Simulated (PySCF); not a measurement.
Compound: C3H3BO3.
Numbering: `[O:1]=[CH:2][C:3]#[C:4][B:5]([OH:6])[OH:7]` (hydrogens: H8 on C2; H9 on O6; H10 on O7)

Level of theory: PySCF 2.14.0, PBE0-D3(BJ)/def2-SVP geometry optimisation, gas phase.

Q: Give the optimised bond lengths and angles.

A: 
```tsv
bond	length (bohr)	order
O1=C2	2.277	double
C2–C3	2.732	single
C3≡C4	2.305	triple
C4–B5	2.918	single
B5–O6, B5–O7	2.565	single
C2–H8	2.113	single
O6–H9, O7–H10	1.817	single
```

Bonds in one row agree within 0.02 bohr and their mean is given. Orders are formal, as drawn. A selection of angles:
```tsv
angle	degrees
O1–C2–C3	124.3
O1–C2–H8	121.7
C3–C2–H8	113.9
C2–C3–C4	178.1
C3–C4–B5	178.9
C4–B5–O6	116.9
O6–B5–O7	126.0
B5–O6–H9	115.6
```

Dihedral angles: H9–O6–B5–C4 180° (antiperiplanar); H10–O7–B5–C4 180° (antiperiplanar).

The C–C distances run from 1.220 Å (C3≡C4, drawn triple) to 1.446 Å (C2–C3, drawn single), a spread of 0.226 Å. O6 (boron-bound oxygen) is bent (angle 115.6°). B5 (three-coordinate boron) is planar (angles 126.0°, 117.1° and 116.9°, sum 360.0°, 0.00 Å off the plane of its three neighbours). Of the pairs four or more bonds apart, H9···H10 is among the closest relative to their van der Waals radii: 2.37 Å, 99 % of the sum of Bondi's values.

Point group: Cs (tolerance 0.08 Å). PBE0-D3(BJ)/def2-SVP frequencies: not computed here. The numbers are those of one conformer (C4–B5–O6–H 180°, C4–B5–O7–H 180°).
